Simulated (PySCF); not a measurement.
Isomers of C5H7NO2, one GFN2-xTB conformer each. Single-point energies are computed at PBE0/pcSseg-1 (PySCF, gas phase, no added dispersion term), electronic only.

```csv
SMILES,GFN2-xTB relative energy (kcal/mol)
CO[C@@]1(C#N)CCO1,35.4
NC(=O)[C@@H]1C=COC1,0.0
COC[C@@]1(C#N)CO1,42.8
COc1ccc(N)o1,0.5
COCc1ccno1,25.7
```

Conformers: `[CH3:1][O:2][C@@:3]1([C:4]#[N:5])[CH2:6][CH2:7][O:8]1` with C1–O2–C3–C4 63°; `[NH2:1][C:2](=[O:3])[C@@H:4]1[CH:5]=[CH:6][O:7][CH2:8]1` with H–N1–C2–O3 -178° and -3°, N1–C2–C4–C5 -72°; `[CH3:1][O:2][CH2:3][C@@:4]1([C:5]#[N:6])[CH2:7][O:8]1` with C1–O2–C3–C4 68°, O2–C3–C4–C5 46°; `[CH3:1][O:2][c:3]1[cH:4][cH:5][c:6]([NH2:7])[o:8]1` with C1–O2–C3–C4 180°; `[CH3:1][O:2][CH2:3][c:4]1[cH:5][cH:6][n:7][o:8]1` with C1–O2–C3–C4 -71°, O2–C3–C4–C5 -82°.

Q: What does PBE0/pcSseg-1 give for the same structures?

A: 
```json
{"SMILES": "NC(=O)[C@@H]1C=COC1", "PBE0/pcSseg-1 E (Eh)": "-399.43907", "PBE0/pcSseg-1 (kcal/mol)": "0.0", "GFN2-xTB (kcal/mol)": "0.0", "point group": "C1"}
{"SMILES": "COc1ccc(N)o1", "PBE0/pcSseg-1 E (Eh)": "-399.40554", "PBE0/pcSseg-1 (kcal/mol)": "21.0", "GFN2-xTB (kcal/mol)": "0.5", "point group": "–"}
{"SMILES": "CO[C@@]1(C#N)CCO1", "PBE0/pcSseg-1 E (Eh)": "-399.37658", "PBE0/pcSseg-1 (kcal/mol)": "39.2", "GFN2-xTB (kcal/mol)": "35.4", "point group": "C1"}
{"SMILES": "COCc1ccno1", "PBE0/pcSseg-1 E (Eh)": "-399.37249", "PBE0/pcSseg-1 (kcal/mol)": "41.8", "GFN2-xTB (kcal/mol)": "25.7", "point group": "C1"}
{"SMILES": "COC[C@@]1(C#N)CO1", "PBE0/pcSseg-1 E (Eh)": "-399.35986", "PBE0/pcSseg-1 (kcal/mol)": "49.7", "GFN2-xTB (kcal/mol)": "42.8", "point group": "C1"}
```

Both levels put the same isomer lowest; measured from each level's own lowest isomer, the values differ by up to 20.5 kcal/mol (COc1ccc(N)o1: 0.5 against 21.0). As drawn, the lowest has a C=O bond, an N–H bond and a C(=O)–N unit, which the highest lacks; the highest has a three-membered ring and a C≡N group, which the lowest lacks.

Q: Which frontier levels, dipoles and rotational constants go with these structures?

A: 
```tsv
SMILES	HOMO (eV, PBE0/pcSseg-1)	LUMO (eV)	dipole (D)	A, B, C (MHz)
NC(=O)[C@@H]1C=COC1	-6.32	0.35	4.11	4386, 1596, 1331
COc1ccc(N)o1	-4.92	1.20	2.47	4536, 1584, 1184
CO[C@@]1(C#N)CCO1	-8.32	0.09	3.28	2693, 2153, 1517
COCc1ccno1	-7.61	-0.62	1.75	4942, 1401, 1263
COC[C@@]1(C#N)CO1	-7.96	0.01	4.17	2748, 1850, 1384
```
